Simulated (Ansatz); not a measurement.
Gas-phase electronic energies from Ansatz, PBE0-D4/def2-TZVP geometries. CCSD(T)/CBS adds triple-zeta CCSD(T) − MP2 to the extrapolated MP2 energy (def2 sets, frozen cores). Functionals use def2-TZVPP. B3LYP here is the variant with VWN-RPA as its local correlation; programs differ in this. Elements past krypton have def2 core potentials. For Zr outer-core shells are correlated without core-valence functions, which leaves a few kJ/mol of doubt a bond. One conformer a species, not always the lowest.

Reaction (formal exchange of groups at a Zr–N bond): `[NH2][Zr]([OH])([OH])[Cl]` + `CCNc1ccccc1` → `[OH][Zr]([OH])([Cl])[c]1ccccc1` + `CCNN`

| level | ΔE (kJ/mol) | difference from CCSD(T)/CBS |
| --- | --- | --- |
| PBE-D4 | 227.9 | 2.0 |
| revPBE-D4 | 225.2 | -0.7 |
| BLYP-D4 | 226.5 | 0.6 |
| B97M-V | 234.6 | 8.7 |
| PBE0-D4 | 230.1 | 4.2 |
| B3LYP-D4 | 229.5 | 3.6 |
| BHLYP-D4 | 230.8 | 4.9 |
| PBE-QIDH | 232.5 | 6.6 |
| PBE | 228.9 | 3.0 |
| BLYP | 227.9 | 2.0 |
| LC-ωPBE | 236.2 | 10.3 |
| RPA@PBE/def2-TZVPP | 210.5 | -15.4 |
| HF/def2-SVP | 230.8 | 4.9 |
| CCSD(T)/def2-SVP | 215.7 | -10.2 |
| MP2/def2-TZVPP | 229.2 | 3.3 |
| CCSD(T)/def2-TZVPP | 221.6 | -4.3 |
| CCSD(T)/CBS | 225.9 | 0 |

Largest T1 diagnostic among the species: 0.016.

At CCSD(T), def2-SVP lies −10.2 kJ/mol from the extrapolated value and def2-TZVPP −4.3 kJ/mol. Leaving LDA and LC-ωPBE aside and taking each functional with its dispersion term where it has one, the values, not all of them listed here, spread over 12.3 kJ/mol, from revPBE-D4 to r2SCAN-D4. LDA lies +17.7 kJ/mol from PBE without D4.

CCSD(T)/CBS has its own doubt, a few kJ/mol and more with outer-core shells, so smaller differences from it don't rank the levels.
